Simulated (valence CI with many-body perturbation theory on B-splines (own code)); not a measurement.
# Hyperfine factors and g values of Ag³²⁺

Computed by valence CI with perturbative core correlation (CI+MBPT): five valence electrons over a frozen Dirac-Fock core [Ne], radial functions for each j: 9 s, 9 p, 8 d, 6 f, 3 g, 1 h, with the one-electron correlation potential Σ1 (screened to all orders), the two-electron term Σ2, the three-electron term Σ3, Breit, model QED; selected single and double excitations, second order for the rest (own B-spline code, finite nucleus).

The last digits are not significant, and no measured levels were compared; by estimate large intervals hold to a few tenths of a per cent, small ones and those within an open d or f shell to about a per cent. Among the levels kept, up to 600 cm⁻¹ of a level comes from second order outside the variational space, and about a tenth of that is noise between levels of different J, which matters for small intervals.

A/g_I is the dipole constant over the nuclear g factor μ/I (μ in nuclear magnetons, uniformly magnetised nucleus), B/Q the quadrupole constant per barn. Both hold the static response of the core; the bare values leave it out. Large factors of s and p1/2 electrons are usually good to 5 to 10 %; those of open d and f shells near neutrality can be off by tens of per cent, and small factors of p3/2, d and f electrons come from cancelling terms and can be off by a factor of two or in sign, in half-filled shells by more. B is blank for J = 1/2, where it vanishes, and for nearly pure S terms. Energies count from the lowest level.

Levels are named by their leading jj configuration (3d3/2^4 stands for four electrons in 3d with j = 3/2), which in mixed levels can hold well under half, so a name can repeat and another be missing. Letters in brackets count levels of one name in rising energy.

| Level | E (cm⁻¹) | g | A/g_I (MHz) | A/g_I bare | B/Q (MHz/b) | B/Q bare |
| --- | --- | --- | --- | --- | --- | --- |
| (3s^2 3p1/2^2 3p3/2) J=3/2 | 0 | 1.461 | 37300 | 37500 | 62400 | 61100 |
| (3s^2 3p1/2 3p3/2^2) J=3/2 | 280530 | 1.395 | 4130 | 5110 | 24400 | 23900 |
| (3s^2 3p1/2 3p3/2^2) J=5/2 | 334410 | 1.196 | 84800 | 83200 | -298 | -290 |
| (3s^2 3p1/2 3p3/2^2) J=1/2 | 401500 | 0.660 | 253000 | 246000 |  |  |
| (3s^2 3p3/2^3) J=3/2 | 686440 | 1.267 | 44800 | 44400 | -86900 | -85000 |
| (3s 3p1/2^2 3p3/2^2) J=5/2 | 951190 | 1.511 | 167000 | 163000 | 25900 | 25500 |
| (3s^2 3p1/2^2 3d3/2) J=3/2 | 997790 | 0.908 | 1130 | 2410 | -14500 | -13600 |
| (3s 3p1/2^2 3p3/2^2) J=1/2 | 1099500 | 2.331 | 622000 | 605000 |  |  |
| (3s 3p1/2^2 3p3/2^2) J=3/2 | 1123700 | 1.135 | -8590 | -6950 | -14000 | -13500 |
| (3s^2 3p1/2^2 3d5/2) J=5/2 | 1153000 | 1.180 | 21200 | 21700 | 28000 | 28400 |
| (3s 3p1/2 3p3/2^3) J=3/2 | 1267100 | 1.309 | 75900 | 74800 | -53700 | -52500 |
| (3s^2 3p1/2 3p3/2 3d3/2) J=3/2 [a] | 1290200 | 1.028 | 67600 | 66800 | -40100 | -39200 |
| (3s^2 3p1/2 3p3/2 3d3/2) J=5/2 [a] | 1290300 | 1.035 | 86900 | 85300 | -25400 | -24700 |
| (3s^2 3p1/2 3p3/2 3d3/2) J=1/2 [a] | 1297300 | 0.343 | 78400 | 77200 |  |  |
| (3s 3p1/2 3p3/2^3) J=5/2 | 1331100 | 1.152 | 144000 | 141000 | -86700 | -84500 |
| (3s^2 3p1/2 3p3/2 3d3/2) J=7/2 | 1341400 | 1.109 | 57600 | 57100 | 36300 | 36200 |
| (3s^2 3p1/2 3p3/2 3d5/2) J=7/2 [a] | 1371400 | 1.304 | -1840 | -563 | 85800 | 84900 |
| (3s^2 3p1/2 3p3/2 3d5/2) J=9/2 | 1424100 | 1.226 | 44600 | 44400 | 44500 | 44700 |
| (3s 3p1/2 3p3/2^3) J=1/2 | 1433200 | 1.137 | 18300 | 18300 |  |  |
| (3s^2 3p1/2 3p3/2 3d5/2) J=3/2 [a] | 1445000 | 1.157 | -15900 | -14000 | -42400 | -41400 |
| (3s^2 3p1/2 3p3/2 3d5/2) J=5/2 [a] | 1449800 | 1.272 | 36400 | 36600 | -5740 | -5270 |
| (3s^2 3p1/2 3p3/2 3d3/2) J=3/2 [b] | 1498400 | 1.243 | -6740 | -5030 | 7980 | 7650 |
| (3s^2 3p1/2 3p3/2 3d3/2) J=5/2 [b] | 1515800 | 1.269 | 61700 | 61200 | -14000 | -13600 |
| (3s^2 3p1/2 3p3/2 3d5/2) J=7/2 [b] | 1523400 | 1.054 | 51600 | 51000 | 47800 | 47700 |
| (3s^2 3p1/2 3p3/2 3d3/2) J=1/2 [b] | 1526800 | 2.022 | 96400 | 95700 |  |  |
| (3s^2 3p1/2 3p3/2 3d5/2) J=3/2 [b] | 1572200 | 1.309 | 72200 | 71400 | -7730 | -7690 |
| (3s^2 3p1/2 3p3/2 3d5/2) J=5/2 [b] | 1592200 | 1.135 | 15700 | 16200 | 39000 | 38800 |
| (3s^2 3p1/2 3p3/2 3d5/2) J=3/2 [c] | 1593700 | 0.943 | 67900 | 66700 | 31500 | 31200 |
| (3s^2 3p1/2 3p3/2 3d5/2) J=1/2 | 1636700 | 1.183 | 131000 | 127000 |  |  |
| (3s^2 3p3/2^2 3d5/2) J=7/2 | 1716200 | 1.251 | 23400 | 23800 | 18500 | 18600 |
| (3s^2 3p3/2^2 3d5/2) J=1/2 | 1716900 | 1.229 | 95300 | 93300 |  |  |
| (3s^2 3p3/2^2 3d5/2) J=9/2 | 1739600 | 1.210 | 26300 | 26500 | 69400 | 69000 |
| (3s^2 3p3/2^2 3d3/2) J=1/2 | 1776800 | 1.401 | 23700 | 23500 |  |  |
| (3s^2 3p3/2^2 3d3/2) J=5/2 | 1784700 | 1.197 | 60500 | 60000 | -26400 | -26000 |
| (3s^2 3p3/2^2 3d3/2) J=3/2 [a] | 1786300 | 1.137 | 23800 | 24200 | -28000 | -27800 |
| (3s^2 3p3/2^2 3d3/2) J=7/2 | 1817400 | 1.103 | 36000 | 36000 | 3460 | 4330 |
| (3s^2 3p3/2^2 3d5/2) J=5/2 [a] | 1874600 | 1.204 | 13000 | 13700 | 103000 | 102000 |
| (3s^2 3p3/2^2 3d3/2) J=3/2 [b] | 1880200 | 1.024 | 22500 | 23300 | 11400 | 11600 |
| (3s 3p1/2^2 3p3/2 3d3/2) J=5/2 | 1949000 | 1.420 | 125000 | 123000 | 12100 | 11600 |
| (3s 3p1/2^2 3p3/2 3d3/2) J=3/2 [a] | 1953800 | 1.569 | 135000 | 134000 | -5400 | -5800 |

Question: Take the isotope of mass number 107, with I = 1/2, μ = -0.11352 μN. What is the hyperfine structure of (3s^2 3p1/2 3p3/2^2) J=3/2?

Answer: From the table A = -937 MHz. Shifts from the centre of gravity in MHz: F = 1: 1170, F = 2: -703.
